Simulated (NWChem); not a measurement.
System: CH₂AlNO₂; SMILES O=C=[N][AlH][OH]

```xyz
7

Al    -0.4035    -1.1559    -0.1268
H     -1.5177    -1.7961    -1.0322
N     -0.0697     0.5831    -0.2121
C      0.1766     1.7581    -0.2305
O      0.4105     2.9025    -0.2538
O      0.5396    -2.0387     0.9693
H      0.4881    -2.9800     1.1397
```
Atoms are numbered in this order, from 1.

Results from NWChem. Geometry: optimised at PBE0/def2-SVP. Atomic charges in e: unrestrained fits to the electrostatic potential beside Mulliken populations; buried atoms are poorly determined by the fit.

**Question.** What does the run give for B3LYP/def2-SVP? Quantities: ESP Al1; Mulliken Al1; ESP N3; Mulliken N3; ESP C4; Mulliken C4; ESP O5; Mulliken O5; ESP O6; Mulliken O6; relative RMS misfit of the potential (%).

**Answer.** The ESP Al1 comes out as 1.00. The Mulliken Al1 comes out as 0.74, the ESP N3 comes out as -0.64 and the Mulliken N3 comes out as -0.23. The ESP C4 comes out as 0.67, the Mulliken C4 comes out as 0.05 and the ESP O5 is -0.41. The Mulliken O5 is -0.13, the ESP O6 is -0.72 and the Mulliken O6 is -0.44. The relative RMS misfit of the potential (%) is 23.
